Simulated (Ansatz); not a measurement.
```yaml
crystal:
  periodic: [false, false, false]
  atoms:
    - {symbol: N, position_ang: [-0.603308, -0.351679, 0.009577]}
    - {symbol: Al, position_ang: [0.951305, 0.395250, -0.352933]}
    - {symbol: Ga, position_ang: [-1.370149, -0.241277, 1.694450]}
    - {symbol: H, position_ang: [-1.363729, -0.781606, -0.660075]}
    - {symbol: H, position_ang: [1.457161, 0.383311, -1.894741]}
    - {symbol: H, position_ang: [1.834774, 1.088938, 0.849817]}
basis:
  gaussian: {orbitals: def2-SVP}
hamiltonian: {xc: {name: r2SCAN}}
relax: {f_tol: 0.0001, max_steps: 1}
output: {forces: true}
```

```sh
$ ansatz run in.yaml --threads 2 --pin off --events-out ev --progress --plain --max-ram 4352MiB
```

Output, abridged:

```
Functional definition: r2SCAN
894 factors; their error is unknown
mean field evaluation 1: about -60492.7526 eV, gradient 6.8e1 eV
mean field evaluation 2: about -60418.9628 eV, gradient 1.5e2 eV
mean field evaluation 4: about -60502.4485 eV, gradient 6.9e0 eV
mean field evaluation 8: about -60502.6451 eV, gradient 1.3e-1 eV
mean field evaluation 16: about -60502.5980 eV, gradient 9.6e-5 eV
mean field -60502.59797928 eV, -2223.4294656049 hartree, gradient 2.6e-5 eV, S^2 0.000000; 0 other end points of the search recorded, 0 dependent functions left out
reference -60502.59799085 eV, -2223.4294660298 hartree; 27, 27 occupied and 52, 52 virtual orbitals, 894 factors
relax step   1: F+E_penalty+E_count = -60502.59797928 eV  Δ(F+E_penalty+E_count) = +0.000e0 eV  max|allowed force component| = 2.283e0 eV/Å  Δτ_max = 0.0000 Å  (27 SCF iters, accepted)
Error: geometry relaxation did not converge after 1 steps: max|allowed force component| = 2.28e0 eV/Å (threshold 1.0e-4). Raise `relax.max_steps` over both its present limit and 1, loosen `relax.f_tol`, or start from a geometry closer to equilibrium. Where this run's directory can be resumed (`checkpoint.write`), a resume goes on for up to `relax.max_steps` more
```

Q: Something in this input is off. What?

A: The relaxation is allowed too few steps for its threshold. The run did not converge.
